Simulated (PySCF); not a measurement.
Isomers of C3H3F. All species are isolated molecules in the gas phase. Strings in code marks are SMILES.

The dipole moment from two functionals at the same geometries (PBE0-D3(BJ)/def2-TZVP), both in PySCF: PBE-D3(BJ)/def2-TZVP and ωB97X-D3(BJ)/def2-TZVP. 

```tsv
species	PBE-D3(BJ)/def2-TZVP (D)	ωB97X-D3(BJ)/def2-TZVP (D)
`C1(F)CC=1`	0.98	1.14
`C#CCF`	1.61	1.74
`C(#CC)F`	1.19	1.33
`FC=C=C`	1.57	1.73
```

Over these rows, drawn at random from the members with no instability flagged (it was tested for open shells, ions and some series alone), PBE minus ωB97X-D3(BJ): mean -0.15 D, from -0.16 D to -0.13 D.
